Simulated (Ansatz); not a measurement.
Molecule: sum formula YOH, charge 0, multiplicity 1. SMILES: [OH][Y]
Geometry: optimised at B3LYP-D3(BJ)/def2-TZVP (Ansatz, a program for electronic structure).

Parts of the frozen-core correlation energy in def2-SVP (Ansatz, hartree). Frozen orbitals: 5; correlated occupied orbitals by spin: 5 and 5; virtual: 40 and 40. No spin-orbit coupling. Past Kr the def2 sets carry scalar-relativistic core potentials. The restricted reference is unstable.

```
term                            value
-------------------------  ----------
reference (HF)             -113.28862
MP2 opposite-spin                   …
MP2 same-spin                       …
CCSD correlation             -0.24776
(T)                                 …
CCSDT minus CCSD(T)          -0.00029
T1 diagnostic                   0.020
largest doubles amplitude       0.138
```

### Question
Fill in the missing entries.

### Answer

- MP2 opposite-spin, value: -0.17638
- MP2 same-spin, value: -0.06052
- (T), value: -0.00658
